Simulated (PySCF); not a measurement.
**How methods differ on the excitation energy of Er**

Er [Xe] 4f12 6s2 (high-spin determinant) → Er [Xe] 4f12 5d1 6s1 (high-spin determinant), as a difference of total energies. Calculation: PySCF 2.14, in x2c-TZVPPall; scalar relativity by spin-free X2C-1e. Correlated levels: valence: [Kr] 4d10 frozen; valence and next inner shell: [Ar] 3d10 frozen. The calculations carry no spin-orbit coupling.

| method | excitation energy (cm⁻¹) |
| --- | --- |
| UHF | 17778 |
| LDA | 18980 |
| PBE0 | 18005 |
| r2SCAN | 15795 |
| MP2 (valence) | 21637 |
| SCS-MP2 (valence) | 22948 |
| MP2 (valence and next inner shell) | 21819 |
| SCS-MP2 (valence and next inner shell) | 23069 |

A first-order spin-orbit estimate (lowest level to lowest level, LS coupling) adds 0.057 eV.

In the upper state the promoted electron has a positive orbital energy at r2SCAN, so the basis confines it.

The determinant of the upper state and of the lower state mixes LS terms, which raises its energy above the lowest term, most at the Hartree-Fock and MP2 levels.
